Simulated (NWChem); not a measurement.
All runs are NWChem calculations. System: H$_{3}$N$_{2}$, charge 0, spin multiplicity 2, at a geometry optimised with UPBE0/def2-SVP. The structure started from a generated list of species. Its SCF solution wasn't tested for a lower state. Level: G0W0@UPBE/def2-TZVP, RI basis def2-tzvp-rifit.

NWChem printed:

```
             Northwest Computational Chemistry Package (NWChem) 7.3.0
             --------------------------------------------------------

                                NWChem Input Module
                                -------------------

 Scaling coordinates for geometry "geometry" by  1.889725989
 (inverse scale =  0.529177249)

                             Geometry "geometry" -> ""
                             -------------------------

 Output coordinates in angstroms (scale by  1.889725989 to convert to a.u.)

  No.       Tag          Charge          X              Y              Z
 ---- ---------------- ---------- -------------- -------------- --------------
    1 N                    7.0000     0.65114900    -0.35655300     0.09592000
    2 N                    7.0000    -0.54698500     0.18908400    -0.12331500
    3 H                    1.0000     1.32450700     0.41590200     0.02417400
    4 H                    1.0000    -0.72479300     1.17457500     0.06738200
    5 H                    1.0000    -1.32885800    -0.41819000     0.10021200

 Effective nuclear repulsion energy (a.u.)      36.6884911946

            Nuclear Dipole moment (a.u.)
            ----------------------------
        X                 Y               Z
 ---------------- ---------------- ----------------
     0.0000075589     0.0000075589     0.0000056692


 Summary of "ao basis" -> "" (spherical)
 ------------------------------------------------------------------------------
       Tag                 Description            Shells   Functions and Types
 ---------------- ------------------------------  ------  ---------------------
 *                         def2-tzvp                  on all atoms

 new library libraries.bse/

 Summary of "ri basis" -> "" (spherical)
 ------------------------------------------------------------------------------
       Tag                 Description            Shells   Functions and Types
 ---------------- ------------------------------  ------  ---------------------
 *                      def2-tzvp-rifit               on all atoms

  pbe96 is a nonlocal functional; adding pw91lda local functional.

                                 NWChem DFT Module
                                 -----------------

 Summary of "ao basis" -> "ao basis" (spherical)
 ------------------------------------------------------------------------------
       Tag                 Description            Shells   Functions and Types
[...]
          15.477417447940          15.766135800057          -5.972295959959
          15.766135800057          51.934069249581           2.731497687899
          -5.972295959959           2.731497687899          64.869642878721

     Multipole analysis of the density
     ---------------------------------

     L   x y z        total         alpha         beta         nuclear
     -   - - -        -----         -----         ----         -------
     0   0 0 0     -0.000000     -9.000000     -8.000000     17.000000

     1   1 0 0     -0.606472     -0.550860     -0.055620      0.000008
     1   0 1 0      0.854089      0.574024      0.280057      0.000008
     1   0 0 1      0.133455      0.067129      0.066321      0.000006

     2   2 0 0     -7.753634    -21.340533    -18.937714     32.524613
     2   1 1 0      1.471765      4.938730      4.010522     -7.477488
     2   1 0 1     -0.569624     -1.835185     -1.446236      2.711798
     2   0 2 0     -9.127751    -10.123066     -9.245295     10.240610
     2   0 1 1      0.252283      0.798533      0.722658     -1.268909
     2   0 0 2    -10.804451     -6.565260     -4.903473      0.664282

 Task  times  cpu:       10.6s     wall:       10.6s

                                NWChem Input Module
                                -------------------

                                 NWChem GW Module
                                 ----------------

                             ***********************
                             ***        GW       ***
                             ***********************

 Summary of "ri basis" -> "ri basis" (spherical)
 ------------------------------------------------------------------------------
       Tag                 Description            Shells   Functions and Types
 ---------------- ------------------------------  ------  ---------------------
 N                      def2-tzvp-rifit             22       76   8s6p4d3f1g
 H                      def2-tzvp-rifit              7       15   4s2p1d

                 Memory Information
                 ------------------
          Available GA per process is          1699.9 MBs
          Available stack per process is        700.0 MBs
          Available heap per process is           0.0 MBs

          Peak memory in Initialization
              Peak GA per process is                  2.9 MBs
              Peak stack per process is               0.1 MBs
              Peak heap per process is                3.0 MBs
              Memory not in MA per process            0.0 MBs

          Peak memory in AFF Calculation
              Peak GA per process is                 15.6 MBs
              Peak stack per process is              11.3 MBs
              Peak heap per process is                0.0 MBs
              Memory not in MA per process           11.3 MBs

          Computing 2-center integrals
          Computing Inverse Cholesky factor
          Computing 3-center integrals
          Computing V_xc ...

          Computing Sigma_x
          Computing RPA polarizability
          Solving quasiparticle equations

                  Alpha Orbitals
          State     Energy (eV)     Error (eV)
          -----------------------------------
@GW         6        -15.963           0.004
@GW         7        -10.637           0.004
@GW         8        -10.720           0.002
@GW         9         -7.333           0.002
@GW        10          2.707           0.002
@GW        11          3.808           0.002

                   Beta Orbitals
          State     Energy (eV)     Error (eV)
          -----------------------------------
@GW         5        -17.756           0.003
@GW         6        -15.575           0.002
@GW         7        -11.801           0.004
@GW         8        -10.015           0.003
@GW         9          1.530           0.002
@GW        10          2.814           0.002

   Applying  -3.5939 eV scissor-shift to rest of particle states

   Applying   2.7331 eV scissor-shift to rest of hole states

   Applying  -3.7778 eV scissor-shift to rest of particle states

   Applying   3.5335 eV scissor-shift to rest of hole states

     GW Timing Statistics
   ------------------------
   Init.   :          0.1s
     ERIs  :          0.6s
     Distr.:          0.0s
     Vxc   :          0.6s
   Sigma_x :          0.0s
   RPA     :          0.6s
   Wmn     :          0.0s
   Sigma_c :          0.0s
   GW total:          1.9s

 Task  times  cpu:        1.9s     wall:        1.9s

 Total times  cpu:       12.6s     wall:       12.6s
```

Write an NWChem input that would produce this output.

Several could match; the one computed here: 
```
start mol
memory heap 200 mb stack 700 mb global 1700 mb
geometry units angstroms nocenter noautoz noautosym
  N      0.651149    -0.356553     0.095920
  N     -0.546985     0.189084    -0.123315
  H      1.324507     0.415902     0.024174
  H     -0.724793     1.174575     0.067382
  H     -1.328858    -0.418190     0.100212
end
basis spherical
  * library def2-tzvp
end
basis "ri basis" bse spherical
  * library def2-tzvp-rifit
end
dft
  xc xpbe96 cpbe96
  odft
  mult 2
  iterations 100
  direct
  tolerances tight
end
task dft energy
gw
  states alpha occ 4 vir 2
  states beta occ 4 vir 2
end
task dft gw
```
